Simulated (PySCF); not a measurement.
This PySCF input asks for the NMR shieldings of SMILES CN([SiH2][Si@@](C=C)(O)C=O)C, C5H13NO2Si2; the geometry comes from GFN2-xTB.

```python
import basis_set_exchange as bse
import numpy as np
from pyscf import gto, dft
from pyscf.prop import nmr

atoms = """
C    -1.504931    0.034695    2.055180
C    -1.988497    0.693407    1.013264
Si   -1.397760    0.417869   -0.766766
O    -1.240240    1.864235   -1.511867
C    -2.877866   -0.400670   -1.669837
O    -3.386191    0.150209   -2.620996
Si    0.514652   -0.835292   -1.039643
N     1.613239   -0.348736    0.190753
C     1.857150    1.040154    0.496979
C     2.718425   -1.186699    0.580923
H    -1.845291    0.212480    3.064310
H    -0.736953   -0.712989    1.937499
H    -2.750835    1.446542    1.187885
H    -1.877867    2.100232   -2.186070
H    -3.263096   -1.391451   -1.354525
H     1.063811   -0.785779   -2.416217
H     0.301541   -2.266035   -0.769157
H     0.999136    1.643865    0.212926
H     2.028758    1.159037    1.571086
H     2.740738    1.417094   -0.031782
H     3.634174   -0.932520    0.034711
H     2.475829   -2.226150    0.381880
H     2.917322   -1.066512    1.649541
"""
names = dict.fromkeys(["C", "Si", "O", "N", "H"], "pcSseg-1")
basis = {el: gto.basis.parse(bse.get_basis(n, elements=[el], fmt="nwchem")) for el, n in names.items()}
mol = gto.M(atom=atoms, basis=basis, charge=0, verbose=0)
mf = dft.RKS(mol, xc="PBE0")
mf.grids.level = 2
mf.grids.alignment = dft.numint.BLKSIZE   # the property module wants whole blocks of grid points
mf.conv_tol = 1e-9
mf.kernel()

calc = nmr.RKS(mf)   # GIAO
C = mf.mo_coeff
Co = C[:, mf.mo_occ > 0]
resp = mf.gen_response(singlet=True, hermi=2)
def vind(x):   # induced exchange potential for any number of trial vectors
    d = np.einsum("pi,xij,qj->xpq", C, 2 * x.reshape(-1, C.shape[1], Co.shape[1]), Co, optimize=True)
    return np.einsum("xpq,pi,qj->xij", resp(d - d.transpose(0, 2, 1)), C, Co, optimize=True).ravel()
mo1, _ = nmr.rhf.solve_mo1(calc, with_cphf=vind)
sigma = calc.kernel(mo1)
for i, s in enumerate(sigma):   # ppm
    w = np.linalg.eigvalsh((s + s.T) / 2)
    print("%2d %-2s iso %8.1f  s11 %8.1f  s22 %8.1f  s33 %8.1f" % (i, mol.atom_pure_symbol(i), w.mean(), *w))
```

Task: What are the results?

Result: 
```
 0 C  iso     39.9  s11    -85.2  s22     37.6  s33    167.4
 1 C  iso     42.2  s11    -72.8  s22     38.6  s33    160.7
 2 Si iso    371.4  s11    296.8  s22    390.6  s33    426.8
 3 O  iso    331.6  s11    287.3  s22    342.4  s33    365.0
 4 C  iso    -69.0  s11   -213.0  s22    -86.3  s33     92.2
 5 O  iso   -587.2  s11  -1647.2  s22   -536.7  s33    422.3
 6 Si iso    395.9  s11    329.4  s22    362.7  s33    495.7
 7 N  iso    262.6  s11    228.2  s22    262.2  s33    297.5
 8 C  iso    142.8  s11    122.3  s22    125.0  s33    181.2
 9 C  iso    142.0  s11    118.3  s22    121.5  s33    186.2
10 H  iso     25.1  s11     22.3  s22     25.0  s33     28.0
11 H  iso     25.2  s11     21.5  s22     25.5  s33     28.8
12 H  iso     25.2  s11     23.6  s22     24.9  s33     27.2
13 H  iso     29.2  s11     19.1  s22     23.5  s33     45.1
14 H  iso     19.5  s11     12.7  s22     21.4  s33     24.4
15 H  iso     26.6  s11     22.7  s22     24.8  s33     32.3
16 H  iso     26.6  s11     23.9  s22     25.1  s33     30.8
17 H  iso     28.7  s11     23.6  s22     29.0  s33     33.5
18 H  iso     29.2  s11     25.3  s22     26.8  s33     35.3
19 H  iso     29.2  s11     25.4  s22     26.4  s33     35.8
20 H  iso     29.1  s11     24.8  s22     26.6  s33     36.0
21 H  iso     28.9  s11     24.2  s22     27.3  s33     35.1
22 H  iso     29.1  s11     24.6  s22     26.7  s33     35.9
```

These numbers come from an equivalent density-fitted implementation of the same equations, which agrees with the script to about 0.01 ppm for H and up to a few tenths of a ppm for heavy atoms, so last digits may differ.

Size and cost of the density-fitted run: 249 basis functions, 93 s wall time on 1 thread of an Arm Neoverse V1, shared host; peak memory 1.3 GiB.
